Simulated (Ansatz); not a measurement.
Consider the isomerisation: `C#CO[CH2][AlH][CH3]` → `[AlH2][CH]1C=COC1`.

Computed with Ansatz on PBE0-D4/def2-TZVP structures; ΔE is electronic, products minus reactants. CCSD(T)/CBS adds triple-zeta CCSD(T) − MP2 to the extrapolated MP2 energy (def2 sets, frozen cores). Functionals use def2-TZVPP. B3LYP here is the variant with VWN-RPA as its local correlation; programs differ in this. One conformer a species, not always the lowest.

Problem. Is it downhill or uphill in electronic energy at CCSD(T)/CBS, and by how much? (Estimate.)

Solution. Ansatz gave: Downhill: ΔE = -1.15 eV.

Problem. What do these levels give: PBE-D4, r2SCAN-D4, B3LYP-D4, ωB97M-V, B2PLYP, PBE, r2SCAN, B3LYP, SCS-MP2/def2-QZVPP, HF/CBS(def2), MP2/CBS(def2), CCSD/CBS(def2)? (An estimate is asked.)

Solution. Computed: PBE-D4 -1.25, r2SCAN-D4 -1.21, B3LYP-D4 -1.10, ωB97M-V -1.15, B2PLYP -1.08, PBE -1.22, r2SCAN -1.21, B3LYP -1.04, SCS-MP2/def2-QZVPP -1.12, HF/CBS(def2) -1.05, MP2/CBS(def2) -1.17, CCSD/CBS(def2) -1.15 eV.

Largest T1 diagnostic among the species: 0.013.

In def2-TZVPP, CCSD(T) changes the Hartree–Fock value by −0.12 eV (the triples alone add −0.01 eV) and MP2 by −0.14 eV. From PBE to PBE0 (25 % exact exchange), in def2-TZVPP and without D4, ΔE moves by −0.08 eV. The D4 term adds −0.05 eV with B3LYP and −0.02 eV with PBE0; it sums over pairs of atoms, weighted by their polarisabilities, and B3LYP, whose exchange is more repulsive, gets the larger term.
